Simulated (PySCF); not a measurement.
```xyz
4
charge 1 multiplicity 2, angstrom
Si    0.9286    0.9353    0.0000
Si   -1.3220    1.3126    0.0000
Si   -0.9286   -0.9353    0.0000
Si    1.3220   -1.3126    0.0000
```

Method: PySCF, UPBE0, basis Si def2-TZVP (no relativity, density fitting).

This geometry of Si₄⁺ is a stationary point at this level.

(1) What is the point group?

(2) Is it a minimum?

(3) List the harmonic modes with their infrared intensities.

(4) Give the atomic charges and bond orders.

(5) Give the ideal-gas entropy at 298.15 K and 1 bar by parts.

Results:

(1) D2h.

(2) Yes: all harmonic wavenumbers are real.

(3) 
```
symmetry  ω (cm⁻¹)  IR (km/mol)
     b3u        86          0.3
      ag       282          0.0
     b2u       302          1.6
     b1u       455         28.3
      ag       467          0.0
     b3g       483          0.0
```

(4) 
| atom | Mulliken | Löwdin | polar tensor | spin (Mulliken) | Mayer order to Si1 |
| --- | --- | --- | --- | --- | --- |
| Si1 | 0.19 | 0.19 | 0.08 | 0.07 | – |
| Si2,4 | 0.31 | 0.31 | 0.42 | 0.43 | 1.09 |
| Si3 | 0.19 | 0.19 | 0.08 | 0.07 | 0.94 |
Other Mayer orders above 0.3: Si–Si 0.51, Si–Si 1.09 (×2).

(5) translation 167.7, rotation 101.5, vibration 37.2, spin 5.8; total 312.2 J/(mol K).

Other isomers or separated fragments may lie lower.
